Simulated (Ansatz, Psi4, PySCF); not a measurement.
Molecule: C₃H₂F₃, charge 0, multiplicity 2. SMILES: FC(F)(F)/C=[C]\[H]
Structure (B3LYP-D3(BJ)/def2-TZVP (Ansatz, an electronic-structure program) minimum search):
```
C
C 1 1.3007
H 2 1.0768 1 138.84
H 1 1.0907 2 122.40 3 0.00
C 1 1.5021 4 113.72 2 180.00
F 5 1.3391 1 113.16 4 -180.00
F 5 1.3508 6 107.65 1 -122.66
F 5 1.3508 6 107.65 7 -114.68
```
Charge 0, spin multiplicity 2.

Wanted: size of the dipole moment, in D. Terms: no spin-orbit coupling; non-relativistic; dispersion terms only where a functional's name holds one; LANL2DZ all-electron up to Ne; 6-311+G** with 5d; six Cartesian d functions in 6-31G* and its kin unless marked 5d; open shells spin-unrestricted. First-principles rows: single points at B3LYP-D3(BJ) geometries (Ansatz).

| level | program | size of the dipole moment (D) |
|---|---|---|
| PBE/STO-3G | Ansatz | 0.98 |
| PBE/3-21G | Ansatz | 2.32 |
| PBE/6-31G* | Ansatz | 2.23 |
| PBE/def2-SVP | Ansatz | 2.32 |
| BLYP/6-31G* | Ansatz | 2.22 |
| BP86/def2-SVP | PySCF | 2.35 |
| BP86/6-31G* (5d) | PySCF | 2.26 |
| B3LYP/LANL2DZ | Ansatz | 3.37 |
| B3LYP/6-31G | Ansatz | 2.98 |
| B3LYP/6-31G* | Ansatz | 2.46 |
| B3LYP/6-31+G* | Ansatz | 2.86 |
| PBE0/6-311+G** | Ansatz | 2.90 |
| M06-2X/6-31G* (5d) | PySCF | 2.62 |
| wB97X-D/6-311+G** | Psi4 | 2.93 |

No value to compare with is used here. The 14 habitual levels span 0.98 (PBE/STO-3G) to 3.37 D (B3LYP/LANL2DZ).

The levels are drawn from those run, B3LYP/6-31G* more often than the rest, none by its result; left out are runs that failed, that the program found above a lower state of the same kind, or whose <S^2> lies over 0.5 above the pure value.
